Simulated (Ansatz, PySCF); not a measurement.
Pair of molecules: SiH4 (SMILES [SiH4]) (first 5 atoms) with SiH4 (SMILES [SiH4]); geometry from B3LYP-D3(BJ)/def2-TZVP.
(charge 0, multiplicity 1):
```xyz
10

Si    -0.162    -0.038    -0.101
H      0.146     0.305    -1.508
H     -0.482    -1.480    -0.001
H     -1.318     0.760     0.362
H      1.014     0.264     0.746
Si     0.162     0.040     3.901
H      1.566    -0.401     3.749
H     -0.711    -0.791     3.041
H      0.040     1.459     3.498
H     -0.255    -0.111     5.314
```

Counterpoise-corrected where a basis set is named; no monomer relaxation. Rows marked so take none.

Rows in 3-21G, 6-31G*, LANL2DZ, STO-3G carry no dispersion term and start afresh at each structure (6-31G* with six Cartesian d functions). LANL2DZ brings its own core potentials from Na on.

Codes used: Ansatz (a first-principles code); PySCF for 3-21G rows, 6-31G* rows, LANL2DZ rows, STO-3G rows, the dispersion terms. 

```tsv
level	interaction energy (kcal/mol)
HF/STO-3G (no counterpoise)	0.75
HF/3-21G (no counterpoise)	-0.05
HF/6-31G*	0.99
BLYP/def2-TZVPPD	1.18
r2SCAN-D3(BJ)/def2-TZVPPD	-0.97
B3LYP/LANL2DZ (no counterpoise)	0.92
BHLYP-D3(BJ)/def2-TZVPPD	-1.23
BHLYP-D4/def2-TZVPPD	-1.23
CAM-B3LYP-D4/def2-TZVPPD	___
```

### Question
What belongs in the gaps?

### Answer

- CAM-B3LYP-D4/def2-TZVPPD, interaction energy (kcal/mol): -1.01
